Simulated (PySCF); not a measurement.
Level of theory: PBE0 in PySCF with Ge def2-SVP, F def2-SVP; no relativity; density-fitted integrals. Open shells, if any, are unrestricted.

What shape and geometry does isolated singlet GeF4 take (every ligand bound to Ge)?

Counting electrons, germanium keeps none of its valence electrons outside its bonds, so the VSEPR class is AX4 and the expected shape is tetrahedral (Td), as computed. The lowest minimum found is a singlet of Td symmetry with Ge–F 1.698 Å (×4); F–Ge–F 109.5° (×6). Its harmonic wavenumbers are 203 (e), 273 (t2), 726 (a1), 809 (t2) cm⁻¹ and its dipole moment is 0.00 D.
